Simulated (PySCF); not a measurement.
An unknown shows these calculated signals:

1H NMR (600 MHz, computed): δ 7.77 (m, 2H), 7.69 (m, 1H), 7.67 (m, 2H), 0.57 (s, 6H).

13C{1H} NMR (computed): δ 144.0 (C), 138.8 (CH), 135.8 (CH), 133.1 (CH), 3.4 (CH3).

In vacuum, rapidly exchanging positions averaged, one computed conformer, non-relativistic Hamiltonian. Structure optimised with GFN2-xTB; σ from GIAO-PBE0/pcSseg-1; PySCF 2.14.

δ = σ(ref) − σ, references computed at the same level: TMS for 1H (31.72 ppm) and 13C (186.93 ppm).

Which of these does the molecule contain: an ester, an S-methyl group, a benzene ring, an aldehyde, a Si–CH3 group?

## Answers


- An ester: no.
- An S-methyl group: no.
- A benzene ring: yes.
- An aldehyde: no.
- A Si–CH3 group: yes (δC 3.4; δH 0.57 (s)).

The data belong to SMILES C[Si](C)(Cl)c1ccccc1, C$_{8}$H$_{11}$ClSi; they needn't prove each group on their own.

Carbon signals by region: 4 in the sp2 and nitrile region (100–160 ppm), 1 below 50 ppm.

Shifts are as computed. Against solution values, carbons near 30 ppm lie about +3 ppm off and those near 130 ppm about +5 ppm. Of 1211 compounds with measured shifts, 218 miss one by over three times the rms of a fit or turn the order of signals round; such compounds aren't used in these exercises. Multiplicities follow the n + 1 count of equivalent neighbours, as no J values were calculated; m marks all less simple cases, F and P coupling included.
